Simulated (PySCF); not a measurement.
LDA on Cu (copper, neutral)

Configuration: [Ar] 3d10 4s1, 2S determinant. Computed with PySCF 2.14 in 6-31G*, with the non-relativistic Hamiltonian (point nucleus).

| Item | Value |
| --- | --- |
| Total energy | -1637.275 hartree |
| One-electron energy | -2292.395 hartree |
| Hartree (Coulomb) energy | 719.822 hartree |
| Exchange-correlation energy | -64.702 hartree |
| Kinetic energy | 1638.64990 hartree |
| ⟨S²⟩ | 0.7501 |
| ⟨L²⟩ | 0.000 |
| Sum of ⟨r⟩ | 20.50 bohr |
| Sum of ⟨r²⟩ | 29.23 bohr² |
| Density at the nucleus (Gaussians lack the cusp) | 15600 bohr⁻³ |
| Spin density at the nucleus | 3.75 bohr⁻³ |
| Langevin diamagnetic susceptibility | -23.1 ×10⁻⁶ cm³/mol |
| Time after the integrals | 0.26 s of wall time on 1 thread of Neoverse-N1 (shared host) |

```csv
shell,electrons,mean orbital energy (hartree),"rms radius, mean of both spins (bohr)"
1s α,1,-320.54582,0.0613
1s β,1,-320.54483,0.0613
2s α,1,-37.93533,0.259
2s β,1,-37.93522,0.259
2p α,3,-33.28337,0.230
2p β,3,-33.28311,0.230
3s α,1,-3.82638,0.778
3s β,1,-3.82550,0.778
3p α,3,-2.38309,0.826
3p β,3,-2.38181,0.826
4s α,1,-0.14153,3.49
3d α,5,0.03106,1.06
3d β,5,0.03544,1.06
```

At LDA the highest occupied level has a positive energy, so only the finite basis holds that electron; for this excited configuration the basis is too tight for the outer shell.
